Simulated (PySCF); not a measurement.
**Unknown compound**

The spectra below were simulated for a compound C$_{6}$H$_{10}$BNO.

¹H NMR (500 MHz, computed): δ 8.52 (d, 1H), 8.28 (s, 1H), 7.36 (m, 1H), 7.24 (m, 1H), 3.79 (s, 3H), 3.16 (br, 3H).

¹³C{¹H} NMR (computed): δ 160.3 (C), 146.1 (CH), 134.9 (CH), 131.5 (CH), 130.0 (CH), 55.0 (CH3).

Calculated, not measured (PySCF): GIAO PBE0/pcSseg-1 shieldings, structure optimised with PBE0-D3(BJ)/def2-SVP. Relativity neglected, rapidly exchanging positions averaged, one computed conformer, in vacuum.

References, each an isolated molecule treated in the same way: ¹H, ¹³C against TMS.

What is the structure?

Answers


1. 6 carbon signals for 6 carbons: no two carbons are equivalent.
2. Carbon types of the structure: 1 × C, 4 × CH, 1 × CH3, leaving 3 H on heteroatoms.
3. δC 160.3: aromatic carbon bearing oxygen; an ipso carbon deshielded by its heteroatom.
4. δC 146.1, 134.9: aromatic CH next to a ring nitrogen.
5. δC 131.5, 130.0: aromatic CH; the aromatic region.
6. δC 55.0: methyl carbon bonded to O; the inductive effect lowers its shielding.
7. δH 8.52, 8.28: hydrogen on an aromatic CH next to a ring nitrogen; ring current plus the neighbouring ring nitrogen.
8. δH 7.36, 7.24: hydrogen on an aromatic CH; it sits in the deshielding region of the aromatic ring current.
9. δH 3.79: hydrogen on a methyl carbon bonded to O; its carbon carries O, hence the downfield position.

The compound is `InChI=1S/C6H10BNO/c1-9-6-3-2-4-8(7)5-6/h2-5H,1,7H3`.

The shifts were computed for this structure.

Hydrogens on boron are broadened and split by ¹¹B (spin 3/2, 80 %) and 10B (spin 3). Shifts are as computed. Against solution values, carbons near 30 ppm lie about +2 ppm off and those near 130 ppm about +5 ppm. Of 1211 compounds with measured shifts, 218 miss one by over three times the rms of a fit or turn the order of signals round; such compounds aren't used in these exercises. No couplings were computed; multiplicities are counted from neighbouring protons, with m where these are inequivalent, close in shift, in a saturated or five-membered ring or joined by F or P, and br s for small geminal =CH2 splittings.
